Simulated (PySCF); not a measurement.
**Core binding energy against partial charge**

Compound: C₆H₁₄OSi.
Bonds: C1–C2, C2–Si3, Si3–C4, C4–C5, C5–O6, O6–C7, C7–C8, Si3–C8. Hydrogens: H9, H10, H11 on C1; H12, H13 on C2; H14 on Si3; H15, H16 on C4; H17, H18 on C5; H19, H20 on C7; H21, H22 on C8.

Binding energies: delta-SCF UKS SCAN, pcX-2 on the ionised atom, pcseg-1 elsewhere, spin-free X2C in PySCF 2.14.0. Charges: PBE0/pcSseg-1 ground-state density, for the ionised atom.

```json
{"atom": "C4", "environment": "sp3 carbon bound to silicon", "C 1s (eV)": "289.82", "Mulliken (e)": "-0.561", "IAO (e)": "-0.563", "Hirshfeld (e)": "-0.172", "ESP (e)": "-0.215"}
{"atom": "C2", "environment": "sp3 carbon bound to silicon", "C 1s (eV)": "289.99", "Mulliken (e)": "-0.574", "IAO (e)": "-0.533", "Hirshfeld (e)": "-0.155", "ESP (e)": "-0.184"}
{"atom": "C1", "environment": "methyl carbon", "C 1s (eV)": "290.61", "Mulliken (e)": "-0.301", "IAO (e)": "-0.401", "Hirshfeld (e)": "-0.113", "ESP (e)": "-0.129"}
{"atom": "C5", "environment": "sp3 carbon bound to oxygen", "C 1s (eV)": "291.85", "Mulliken (e)": "+0.057", "IAO (e)": "-0.039", "Hirshfeld (e)": "+0.004", "ESP (e)": "+0.088"}
```

Problem. How well does each charge scheme correlate with the binding energies over these sites?

Solution. Hirshfeld: r = 1.00, slope 11.6 eV per e; IAO: r = 1.00, slope 3.8 eV per e; Mulliken: r = 0.99, slope 3.1 eV per e; ESP: r = 0.99, slope 6.7 eV per e. On 4 points no scheme stands out.

Problem. The point-charge model writes a binding energy as kq + V + constant, with V the potential of the other atoms' charges at the site. What does it give with the Mulliken charges?

Solution. V = Σ 14.40 eV Å × q/r over all other atoms: +6.68 eV at C4, +6.42 eV at C2, +3.00 eV at C1, -2.92 eV at C5. Fitting binding energy − V to q gives k = 18.2 eV per e and leaves an rms residual of 0.35 eV, against 0.09 eV for the fit on q alone. The model has no term for differences in relaxation between sites.

Geometry: PBE0-D3(BJ)/def2-SVP, one conformer, isolated molecule.
